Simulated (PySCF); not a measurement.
**PbCl: energy against distance**

Set-up: basis Pb x2c-TZVPPall, Cl x2c-TZVPPall; spin-free X2C with a Gaussian nucleus; PySCF 2.14. Energies in eV from Pb + Cl in their ground configurations at the same level. State: doublet, unpaired electrons π ↑, a mixture of terms (⟨Lz²⟩ = 1.9).

All columns are PBEsol. A positive dipole means Pb(−)Cl(+).

| R (Å) | E (eV) | μ (D) | Mulliken charge on Pb (basis-dependent) | HOMO (eV) | LUMO (eV) | Mayer bond order | ⟨S²⟩ |
| --- | --- | --- | --- | --- | --- | --- | --- |
| 2.110 | -3.204 | -1.06 | 0.26 | -3.36 | -3.31 | 1.22 | 0.75 |
| 2.209 | -3.789 | -1.67 | 0.29 | -3.50 | -3.45 | 1.18 | 0.75 |
| 2.307 | -4.099 | -2.26 | 0.32 | -3.65 | -3.59 | 1.14 | 0.75 |
| 2.380 | -4.203 | -2.70 | 0.34 | -3.75 | -3.70 | 1.12 | 0.75 |
| 2.454 | -4.226 | -3.13 | 0.35 | -3.86 | -3.80 | 1.09 | 0.75 |
| 2.528 | -4.191 | -3.54 | 0.37 | -3.96 | -3.90 | 1.07 | 0.75 |
| 2.626 | -4.079 | -4.08 | 0.39 | -4.09 | -4.03 | 1.04 | 0.75 |
| 2.748 | -3.872 | -4.71 | 0.41 | -4.24 | -4.18 | 1.01 | 0.75 |
| 2.896 | -3.573 | -5.42 | 0.43 | -4.41 | -4.35 | 0.97 | 0.75 |
| 3.092 | -3.148 | -6.28 | 0.45 | -4.62 | -4.56 | 0.94 | 0.76 |

A fit through these points gives, at Re = 2.443 Å, μ = -3.07 D and dμ/dR = -5.74 D/Å; the reduced mass is 29.94 u.

Task: How strong is the fundamental in the double-harmonic approximation, I = 42.26·(dμ/dR)²/μred km/mol?

Result: I = 42.26·(-5.74)²/29.94 = 46.5 km/mol at PBEsol.

These are scalar-relativistic numbers at best; spin–orbit coupling would shift them, the dissociation energy most. The state is the lowest determinant that a PBE0 search found; another state may lie lower at other levels.
